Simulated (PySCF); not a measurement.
Predicted microwave data (PBE0-D3(BJ)/def2-SVP geometry optimisation, gas phase (PySCF)) for one isomer of C10H10O:

```
Rotational constants : A = 3009, B = 649.4, C = 557.3 MHz
Dipole components    : |μa| = 1.00 D, |μb| = 2.53 D, |μc| = 0.07 D
Inertial defect      : -39.24 u·Å²
κ                    : -0.92
```

**Question.** Which structure is it? (One computed conformer of each.)
A. 2-methyl-1-indanone (`c1cccc2c1C[C@H](C)C2=O`)
B. `[O:1]=[C:2]([c:3]1[cH:4][cH:5][cH:6][cH:7][cH:8]1)[CH:9]1[CH2:10][CH2:11]1` with O1–C2–C3–C4 178°, O1–C2–C9–C10 34°
C. `[CH3:1][C:2](=[O:3])/[CH:4]=[CH:5]/[c:6]1[cH:7][cH:8][cH:9][cH:10][cH:11]1` with C1–C2–C4–C5 180°, C4–C5–C6–C7 178°

**Answer.** B. It is O=C(c1ccccc1)C1CC1, a near-prolate asymmetric top. The candidates at the same level (rigid rotor, commonest isotopes):

```tsv
SMILES	A (MHz)	B (MHz)	C (MHz)	μa (D)	μb (D)	μc (D)	Δ (u·Å²)	point group	rotor
O=C(c1ccccc1)C1CC1	3009	649.4	557.3	1.00	2.53	0.07	-39.24	near Cs	near-prolate asymmetric top
C[C@H]1Cc2ccccc2C1=O	2338	895.8	667.0	1.59	2.82	0.15	-22.56	C1	asymmetric top
CC(=O)/C=C/c1ccccc1	3562	477.1	421.9	2.11	2.41	0.05	-3.26	near Cs	near-prolate asymmetric top
```

`CC(=O)/C=C/c1ccccc1` has B 27 % too low; `C[C@H]1Cc2ccccc2C1=O` has B 38 % too high. No structure here is proved a minimum.
